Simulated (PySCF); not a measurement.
Relaxation of singlet PbI₃⁺

All numbers come from PBE/[Pb def2-SVP with ECP60, I def2-SVP with ECP28], scalar-relativistic core potentials, density fitting, no spin–orbit coupling, PySCF. A (50,194) grid was used.

A hand-made trigonal pyramidal start, of C3v symmetry, held to at least that symmetry:

Coordinates in bohr (charge 1 multiplicity 1):
```
Pb    0.0000    0.0000   -1.5575
I     4.5293    0.0000    0.8508
I    -2.2646    3.9225    0.8508
I    -2.2647   -3.9225    0.8508
```

At each step, columns x, y, z (Å) and Fx, Fy, Fz (eV/Å):

```
step 0  E − E(last) = 89.94 kJ/mol
Pb   0.000   0.000  -0.824   0.011   0.000   0.022
I    2.397   0.000   0.450   1.108   0.000  -0.014
I   -1.198   2.076   0.450  -0.560   0.961  -0.004
I   -1.198  -2.076   0.450  -0.559  -0.961  -0.004
step 1  E − E(last) = 64.55 kJ/mol
Pb   0.000   0.000  -0.736   0.029   0.000   0.432
I    2.488   0.000   0.421   0.613   0.000  -0.115
I   -1.244   2.155   0.421  -0.321   0.553  -0.159
I   -1.244  -2.155   0.421  -0.321  -0.553  -0.159
step 2  E − E(last) = 33.51 kJ/mol
Pb   0.000   0.000  -0.535  -0.037   0.000   0.822
I    2.649   0.000   0.354  -0.045   0.000  -0.273
I   -1.325   2.295   0.354   0.041  -0.066  -0.275
I   -1.325  -2.295   0.354   0.041   0.066  -0.275
step 3  E − E(last) = 22.99 kJ/mol
Pb   0.000   0.000  -0.354  -0.020   0.000   0.726
I    2.754   0.000   0.293  -0.456   0.000  -0.268
I   -1.377   2.385   0.293   0.238  -0.388  -0.229
I   -1.377  -2.385   0.293   0.238   0.388  -0.229
step 4  E − E(last) = 18.55 kJ/mol
Pb   0.000   0.000  -0.278  -0.008   0.000   0.611
I    2.770   0.000   0.268  -0.475   0.000  -0.217
I   -1.385   2.399   0.268   0.242  -0.381  -0.197
I   -1.385  -2.399   0.268   0.242   0.381  -0.197
step 5  E − E(last) = 6.01 kJ/mol
Pb   0.000   0.000  -0.086  -0.020   0.000   0.348
I    2.759   0.000   0.204  -0.234   0.000  -0.096
I   -1.380   2.390   0.204   0.127  -0.179  -0.126
I   -1.380  -2.390   0.204   0.127   0.179  -0.126
step 6  E − E(last) = 0.24 kJ/mol
Pb   0.000   0.000   0.120  -0.003  -0.002   0.021
I    2.752   0.000   0.135  -0.106   0.000  -0.005
I   -1.376   2.384   0.135   0.054  -0.093  -0.008
I   -1.376  -2.384   0.135   0.055   0.095  -0.008
step 7  E − E(last) = 0.03 kJ/mol
Pb   0.000   0.000   0.124  -0.001   0.000   0.013
I    2.734   0.000   0.134   0.047   0.000  -0.003
I   -1.367   2.368   0.134  -0.023   0.039  -0.005
I   -1.367  -2.368   0.134  -0.023  -0.039  -0.005
step 8  E − E(last) = 0.00 kJ/mol
Pb   0.000   0.000   0.134  -0.002   0.000  -0.004
I    2.740   0.000   0.131   0.000   0.000   0.001
I   -1.370   2.373   0.131   0.001  -0.002   0.001
I   -1.370  -2.373   0.131   0.001   0.002   0.001
```

It ends at D3h with Pb–I 2.741 Å (×3); I–Pb–I 120.0° (×3) (after a last refinement on a finer grid). A frequency run shows a minimum. Other isomers or separated fragments may lie lower.

No spin–orbit coupling is included, which matters more the heavier the element.
